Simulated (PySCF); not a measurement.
Relaxation of quintet PtS(OH)2

Computed with UPBE0 in PySCF with Pt def2-SVP with ECP60, S def2-SVP, O def2-SVP, H def2-SVP; scalar-relativistic core potentials, no spin–orbit coupling; density-fitted integrals. A (50,194) grid was used.

A hand-made T-shaped (ligand arrangement 2) (heavy-atom frame) start, of C2 symmetry, held to at least that symmetry:

```xyz
6
charge 0 multiplicity 5, angstrom
Pt    0.0000    0.0000   -0.2610
S     0.0000    0.0000    1.7990
O     1.8589    0.0000   -0.1961
O    -1.8589    0.0000   -0.1961
H     2.4756   -0.7354   -0.1746
H    -2.4756    0.7354   -0.1746
```

Optimiser trace:
| step | E − E(last) (kJ/mol) | largest gradient (Eh/bohr) |
| --- | --- | --- |
| 0 | 111.35 | 0.12055 |
| 1 | 25.30 | 0.02787 |
| 2 | 10.46 | 0.01156 |
| 3 | 2.52 | 0.00517 |
| 4 | 0.85 | 0.00517 |
| 5 | 0.29 | 0.00394 |
| 6 | 0.07 | 0.00189 |
| 7 | 0.02 | 0.00074 |
| 8 | 0.00 | 0.00040 |
| 9 | 0.00 | 0.00017 |

It ends at C2 with O–H 0.969 Å (×2), Pt–O 1.932 Å (×2), Pt–S 2.366 Å; H–O–Pt 112.1° (×2), O–Pt–O 171.0°, O–Pt–S 94.5° (×2) (after a last refinement on a finer grid). A frequency run shows 1 imaginary mode, down to 466i cm⁻¹, so it is a saddle point. Other isomers or separated fragments may lie lower.

Final geometry:
Coordinates in bohr (charge 0 multiplicity 5):
```
Pt    0.0000    0.0000   -0.5084
S     0.0000    0.0000    3.9635
O     3.6342    0.1971   -0.7945
O    -3.6342   -0.1971   -0.7945
H     4.4071   -1.4576   -0.9255
H    -4.4071    1.4576   -0.9255
```

With open d or f shells other occupations or spin states may lie lower. Spin–orbit coupling, left out here, can matter for elements this heavy.

The relaxation took roughly 80 core-seconds on a shared host.
